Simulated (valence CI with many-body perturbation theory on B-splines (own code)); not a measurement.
Bi⁵¹⁺: magnetic and hyperfine properties of the levels

Calculated by relativistic CI+MBPT: four valence electrons over a frozen Dirac-Fock core [Ar] 3d10, radial functions for each j: 11 s, 11 p, 10 d, 8 f, 5 g, 2 h, with the one-electron correlation potential Σ1 (screened to all orders), the two-electron term Σ2, the three-electron term Σ3, Breit, model QED; selected single and double excitations, second order for the rest, scaled by the run's own slope (own B-spline code, finite nucleus).

The last digits are not significant, and no measured levels were compared; by estimate large intervals hold to a few tenths of a per cent, small ones and those within an open d or f shell to about a per cent. Among the levels kept, up to 400 cm⁻¹ of a level comes from second order outside the variational space, and about a tenth of that is noise between levels of different J, which matters for small intervals.

A/g_I is the dipole constant over the nuclear g factor μ/I (μ in nuclear magnetons, uniformly magnetised nucleus), B/Q the quadrupole constant per barn. Both hold the static response of the core; the bare values leave it out. Large factors of s and p1/2 electrons are usually good to 5 to 10 %; those of open d and f shells near neutrality can be off by tens of per cent, and small factors of p3/2, d and f electrons come from cancelling terms and can be off by a factor of two or in sign, in half-filled shells by more. B is blank for J = 1/2, where it vanishes, and for nearly pure S terms. Energies count from the lowest level. Levels with J = 0 are left out.

Levels are named by their leading jj configuration (3d3/2^4 stands for four electrons in 3d with j = 3/2), which in mixed levels can hold well under half, so a name can repeat and another be missing. Letters in brackets count levels of one name in rising energy.

| Level | E (eV) | g | A/g_I (MHz) | A/g_I bare | B/Q (MHz/b) | B/Q bare |
| --- | --- | --- | --- | --- | --- | --- |
| (4s^2 4p1/2 4p3/2) J=1 | 172.92 | 1.495 | -129000 | -126000 | 96000 | 93300 |
| (4s^2 4p1/2 4p3/2) J=2 | 177.97 | 1.169 | 314000 | 305000 | 177000 | 172000 |
| (4s 4p1/2^2 4p3/2) J=2 | 293.15 | 1.538 | 788000 | 765000 | 179000 | 174000 |
| (4s 4p1/2^2 4p3/2) J=1 | 310.41 | 1.089 | -591000 | -574000 | 115000 | 112000 |
| (4s^2 4p3/2^2) J=2 | 354.76 | 1.318 | 94300 | 90900 | 15200 | 14800 |
| (4s^2 4p1/2 4d3/2) J=2 | 358.08 | 0.757 | 279000 | 272000 | 39100 | 38600 |
| (4s^2 4p1/2 4d3/2) J=1 | 380.22 | 0.848 | -209000 | -201000 | 17200 | 17100 |
| (4s^2 4p1/2 4d5/2) J=2 | 406.21 | 1.299 | -109000 | -105000 | 20700 | 20500 |
| (4s^2 4p1/2 4d5/2) J=3 | 407.34 | 1.115 | 186000 | 181000 | 23100 | 23000 |
| (4s 4p1/2 4p3/2^2) J=2 [a] | 462.36 | 1.536 | 500000 | 485000 | 52100 | 50700 |
| (4s 4p1/2 4p3/2^2) J=3 | 472.54 | 1.317 | 692000 | 672000 | 10300 | 10100 |
| (4s 4p1/2^2 4d3/2) J=1 | 479.72 | 0.442 | -665000 | -644000 | 16900 | 16700 |
| (4s 4p1/2^2 4d3/2) J=2 | 484.13 | 1.139 | 732000 | 712000 | 31800 | 31500 |
| (4s 4p1/2 4p3/2^2) J=1 [a] | 487.88 | 1.292 | 836000 | 811000 | -140000 | -136000 |
| (4s 4p1/2 4p3/2^2) J=2 [b] | 489.98 | 1.085 | -1870 | -1980 | -23000 | -22500 |
| (4s 4p1/2 4p3/2^2) J=1 [b] | 491.71 | 1.353 | 245000 | 237000 | 96400 | 93700 |
| (4s 4p1/2^2 4d5/2) J=3 | 525.13 | 1.349 | 491000 | 478000 | 28800 | 28500 |
| (4s 4p1/2^2 4d5/2) J=2 | 534.41 | 1.031 | -429000 | -414000 | 16000 | 16100 |
| (4s^2 4p3/2 4d3/2) J=2 | 549.92 | 1.050 | 51800 | 50600 | -8010 | -7750 |
| (4s^2 4p3/2 4d3/2) J=1 | 552.05 | 1.113 | 79000 | 77100 | -87900 | -85700 |
| (4s^2 4p3/2 4d3/2) J=3 | 552.24 | 1.095 | 76200 | 74500 | 203000 | 198000 |
| (4s^2 4p3/2 4d5/2) J=4 | 575.42 | 1.244 | 46300 | 45400 | 232000 | 226000 |
| (4s^2 4p3/2 4d5/2) J=2 | 580.70 | 1.247 | 50700 | 50100 | -127000 | -123000 |
| (4s^2 4p3/2 4d5/2) J=3 | 596.43 | 1.196 | 50600 | 49600 | 2760 | 3150 |
| (4s^2 4p3/2 4d5/2) J=1 | 599.93 | 1.073 | -27600 | -24600 | 29000 | 28400 |
| (4s^2 4p1/2 4f5/2) J=3 | 607.05 | 0.821 | 157000 | 153000 | 16700 | 15400 |
| (4p1/2^2 4p3/2^2) J=2 | 609.82 | 1.297 | 97300 | 94700 | 23800 | 23200 |
| (4s^2 4p1/2 4f5/2) J=2 | 614.17 | 0.874 | -164000 | -158000 | 4950 | 4170 |
| (4s^2 4p1/2 4f7/2) J=3 | 622.52 | 1.197 | -98600 | -94800 | 6960 | 5580 |
| (4s^2 4p1/2 4f7/2) J=4 | 622.71 | 1.083 | 138000 | 135000 | 7540 | 6000 |
| (4s 4p1/2 4p3/2 4d3/2) J=1 [a] | 642.51 | 1.146 | 310000 | 301000 | -90600 | -88200 |
| (4s 4p1/2 4p3/2 4d3/2) J=2 [a] | 643.17 | 1.094 | 256000 | 248000 | -43100 | -41900 |
| (4s 4p1/2 4p3/2 4d3/2) J=3 [a] | 646.65 | 1.143 | 445000 | 432000 | 41900 | 41000 |
| (4s 4p1/2 4p3/2 4d3/2) J=4 | 656.47 | 1.176 | 518000 | 504000 | 156000 | 153000 |

(1) Take the isotope of mass number 209, with I = 9/2, μ = 4.092 μN, leaving out the quadrupole term. What is the hyperfine structure of (4s^2 4p1/2 4p3/2) J=2?

## Answers

(1) From the table A = 285000 MHz. Shifts from the centre of gravity in MHz: F = 5/2: -3140000, F = 7/2: -2140000, F = 9/2: -855000, F = 11/2: 712000, F = 13/2: 2560000.
